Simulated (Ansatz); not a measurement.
C4H8BF (`C[C@@H](F)[C@@H]1BC1`) from Hartree–Fock to CCSD(T)

Z-matrix (Å, degrees):
```
C
C 1 1.509
H 1 1.092 2 110.0
H 1 1.091 2 110.8 3 120.3
H 1 1.092 2 110.0 3 -119.5
F 2 1.395 1 108.1 3 -62.0
C 2 1.501 1 113.5 3 59.7
H 2 1.097 1 109.9 3 -177.5
B 7 1.527 2 123.3 1 161.3
C 7 1.540 2 118.5 1 90.9
H 7 1.090 2 113.2 1 -48.9
H 9 1.183 7 149.3 2 73.8
H 10 1.086 7 118.7 2 -133.8
H 10 1.089 7 116.5 2 5.4
```

Charge 0, multiplicity 1. All single points use the PBE0-D4/def2-TZVP geometry. It is one conformer, not always the lowest. Frozen core, restricted reference, the Gaussian-basis code of Ansatz. CBS rows extrapolate triple and quadruple zeta; past MP2 they add the triple-zeta difference.

| basis | HF (Eh) | MP2 corr. | CCSD corr. | (T) | CCSD(T) total |
| --- | --- | --- | --- | --- | --- |
| def2-TZVPP | -280.30117 | -1.02025 | -1.06785 | -0.04118 | -281.41020 |
| def2-QZVPP | -280.31379 | -1.09365 | – | – | – |
| CBS(def2) | -280.31552 | -1.14802 | -1.19563 | as TZ | -281.55233 |
